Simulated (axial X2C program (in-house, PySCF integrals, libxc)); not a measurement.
# Spin–orbit effects down a group: molecules with O (ions), CCSD(T)

All values come from calculations with an in-house all-electron X2C program for linear molecules (integrals from PySCF), spin-free (one-electron X2C) or two-component (2c: spin–orbit coupling with atomic mean-field Coulomb and Gaunt terms, which also bring small scalar terms), in Dyall basis sets with cores contracted in-house; open shells are unrestricted.

Basis sets: Al dyall-av3z, B dyall-av3z, Ga dyall-acv3z, In dyall-acv3z, O dyall-av3z. Frozen shells (counts by l): BO⁻ O 1s, B 1s, 10 electrons correlated; AlO⁻ Al 2s1p, O 1s, 10 electrons correlated; GaO⁻ Ga 3s2p1d, O 1s, 10 electrons correlated; InO⁻ In 4s3p2d, O 1s, 10 electrons correlated. Coupled cluster in natural virtuals with an MP2 remainder. Where the outer core of a metal is frozen, bonds come out longer and ionisation energies lower.

```tsv
molecule	spin-free state	Re (Å)	ωe (cm⁻¹)	De (eV)	2c state	Re 2c (Å)	ωe 2c (cm⁻¹)	De 2c (eV)
BO⁻	M_S = 0, Λ = 0	1.246	1691.9	9.33	Ω = 0	1.246	1690.9	9.33
AlO⁻	M_S = 0, Λ = 0	1.661	940.8	6.27	Ω = 0	1.661	940.9	6.26
GaO⁻	M_S = 0, Λ = 0	1.733	782.0	5.40	Ω = 0	1.733	781.9	5.34
InO⁻	M_S = 0, Λ = 0	1.951	655.7	4.46	Ω = 0	1.951	655.4	4.30
```

Problem. Work out the shifts from the spin-free to the two-component result.

Solution. 

```tsv
molecule	2c state	ΔRe (Å)	Δωe (cm⁻¹)	ΔDe (eV)
BO⁻	Ω = 0	0.000	noise	0.00
AlO⁻	Ω = 0	0.000	noise	-0.01
GaO⁻	Ω = 0	0.000	noise	-0.06
InO⁻	Ω = 0	0.000	noise	-0.16
```

Shifts of one unit in the last digit are rounding. Where the truncated virtual spaces of the two runs make Δωe unreliable it is marked noise.

Fragments in 2c: O- + B, Al + O-, Ga + O-, In + O-. Each entry is the lowest single determinant of a limited PBE0 search at one distance. De goes to single-determinant-based atoms at the same level (for ions the charge split of lowest energy) and is withheld (n/a) where an atom does not fit its ground term or J level. Main or longest-lived isotopes. One determinant is a doubtful description, or other states lie close, for AlO⁻, GaO⁻, InO⁻; these need not be ground states, and all values refer to the states named.
